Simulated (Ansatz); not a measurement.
Problem. Name a neutral molecule of C, Ge, N, O and H with HOMO energy (ωB97M-V/def2-TZVPP) between -10.05 and -9.75 eV and ideal-gas entropy at 298 K and 1 bar (rigid rotor, harmonic PBE0-D4/def2-TZVP) between 344 and 360 J/(mol·K) (Ansatz, PBE0-D4/def2-TZVP geometry).

Solution. `[CH3][GeH]([NH2])[OH]` (-9.83 eV, 346 J/(mol·K)). Other molecules can fit too; these were computed, each in one conformer that needn't be the lowest.
